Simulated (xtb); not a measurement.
C₃H₉OSi (SMILES CO[Si](C)C), doublet, geometry from GFN2-xTB. Base run: GFN2-xTB in xtb 6.7.1.

xtb was given this input:
```
$ xtb mol.xyz --gfn 2 --uhf 1 --json

# file mol.xyz
14

C      1.90452480    -0.70742963     0.64244582
O      1.20840243    -0.12648447    -0.42931285
Si    -0.36583798     0.29422034    -0.54235485
C     -0.83913476     1.63795260     0.73014405
C     -1.52376810    -1.21199279    -0.34399243
H      1.48460471    -1.68420376     0.89482328
H      1.86586362    -0.06496564     1.52554104
H      2.94303746    -0.83234589     0.33546628
H     -1.84761689     2.00357650     0.56766526
H     -0.79341441     1.24124988     1.74503572
H     -0.16576344     2.48882457     0.67896605
H     -1.47564350    -1.60389767     0.67265625
H     -1.24891015    -2.01669610    -1.02001637
H     -2.55737663    -0.94993177    -0.54425128
```

Each row names what was changed in the base input (with any setting that the change needs).

| change | ΔE vs base (kcal/mol) | dipole (D) | G_solv (kcal/mol) | SCF cycles |
|---|---|---|---|---|
| base | 0.000 | 1.85 | - | 11 |
| alpb = acetonitrile | -3.14 | 1.89 | -3.18 | 12 |
| etemp = 10000 | -14.16 | 2.45 | - | 13 |
| acc = 0.1 | 0.000 | 1.85 | - | 13 |
| acc = 30 | 0.000 | 1.85 | - | 9 |
| gbsa = thf | -3.55 | 1.88 | -3.59 | 12 |

ALPB and GBSA are two models with their own fitted parameters for each solvent, which aren't always the measured dielectric constant.
